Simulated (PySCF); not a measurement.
## Vertical excitation energies

Species: CH₆ClFSi₂.
InChI=1S/CH6ClFSi2/c1-4-5(2)3/h5H,4H2,1H3/t5-/m1/s1

Method used: TDDFT CAM-B3LYP/def2-SVPD, vertical, gas phase, core orbitals frozen in the response (PySCF 2.14.0, density-fitted response routines). Geometry: GFN2-xTB, one conformer, isolated molecule. Torsions of this conformer, `[CH3:1][SiH2:2][Si@@H:3]([F:4])[Cl:5]`: C1–Si2–Si3–F4 -117°.

**Question.** What does the calculation give for the low-lying excited states?

**Answer.** 

```csv
state,E (eV),E (hartree),f,"main configurations (H = HOMO, L = LUMO)"
S1,6.37,0.2341,0.031,H→L (93%)
S2,6.87,0.2523,0.028,H→L+1 (91%)
S3,7.80,0.2868,0.015,"H-1→L (66%), H-3→L (20%)"
S4,7.97,0.2929,0.034,"H-2→L (54%), H-3→L (20%), H-4→L (8%)"
S5,8.00,0.2941,0.021,"H-3→L (46%), H-2→L (24%), H-1→L (16%)"
S6,8.16,0.2999,0.070,"H-1→L+1 (60%), H-4→L (12%), H-2→L (8%)"
S7,8.20,0.3015,0.019,"H→L+2 (46%), H→L+3 (33%)"
S8,8.31,0.3054,0.037,"H-4→L (56%), H-1→L+1 (20%)"
```

Triplets (Tamm–Dancoff): T1 5.64 eV, H→L (86%); T2 6.05 eV, H→L+1 (81%); T3 7.33 eV, H-1→L (79%).

The lowest singlet lies at 6.37 eV (195 nm, vacuum ultraviolet) and is of moderate strength; its leading configuration is HOMO→LUMO (93%). The strongest level in the table is S6 at 8.16 eV (152 nm, f = 0.070). Löwdin shares by element: HOMO silicon 47%, chlorine 23%, hydrogen 10% or more (atoms not listed hold the other 20%); LUMO silicon 55%, chlorine 15%, hydrogen 7% or more (atoms not listed hold the other 24%). Of the 8 states listed, 8 reach f = 0.01 and none stays under 0.0005. The listed states span 1.94 eV, and the widest gap between neighbours is 0.94 eV (S2 to S3). Weighted by f, the mean energy of these states is 7.77 eV. The window holds the lowest 8 singlets.
